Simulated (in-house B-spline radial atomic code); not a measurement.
Configurations of Tb⁺, with energies counted from [Xe] 4f9 6s1. Computed with a radial B-spline atomic code at the basis-set limit: scalar-relativistic (X2C) AM05, spin-polarised, spherical fractional occupations, Fermi nucleus of rms radius 5.06 fm. Shells without spins written out take the highest spin.

Occupations are held fixed; configurations that lie above the ionisation limit could autoionise.

```csv
configuration,E - E(ref) (eV),highest orbital,its <r> (bohr)
[Xe] 4f8 6s1 7s1,8.6962,7s up,7.171
[Xe] 4f8 6s1 6f1,12.053,6f up,13.32
[Xe] 4f8 6s1 7f1,12.807,7f up,20.34
"[Kr] 4d10 4f(7 up, 2 down) 5s2 5p(2 up, 3 down) 6s2",24.847,6s down,3.533
"[Kr] 4d10 4f(5 up, 4 down) 5s2 5p(3 up, 2 down) 5d(0 up, 1 down) 6s(1 up, 0 down)",29.201,5d down,2.584
[Kr] 4d9 4f9 5s2 5p6 6s2,145.98,6s down,3.523
[Kr] 4d9 4f9 5s2 5p6 6s1 7d1,155.62,7d up,12.04
```

Q: Order these further configurations by energy, lowest first.
A. [Xe] 4f8 5f1 6s1
B. [Kr] 4d(4 up, 5 down) 4f(5 up, 5 down) 5s2 5p6 6s(1 up, 0 down)
C. [Xe] 4f9 7p1
D. [Kr] 4d10 4f9 5s2 5p5 6s1 6d1
E. [Kr] 4d10 4f9 5s2 5p5 6s1 7d1

A: C (7.2123 eV), A (10.888 eV), D (30.626 eV), E (32.652 eV), B (147.8 eV).

Q: How far above the reference does [Xe] 4f(5 up, 4 down) 6s(0 up, 1 down) lie?

A: 4.3757 eV; its least bound orbital is 6s down with <r> = 3.738 bohr.

Q: How far above the reference does [Kr] 4d10 4f(4 up, 6 down) 5s2 5p(3 up, 2 down) 6s(0 up, 1 down) lie?

A: 26.711 eV; its least bound orbital is 4f up with <r> = 0.9702 bohr.

Q: How far above the reference does [Xe] 4f9 5d1 lie?

A: 1.8908 eV; its least bound orbital is 4f down with <r> = 0.9516 bohr.
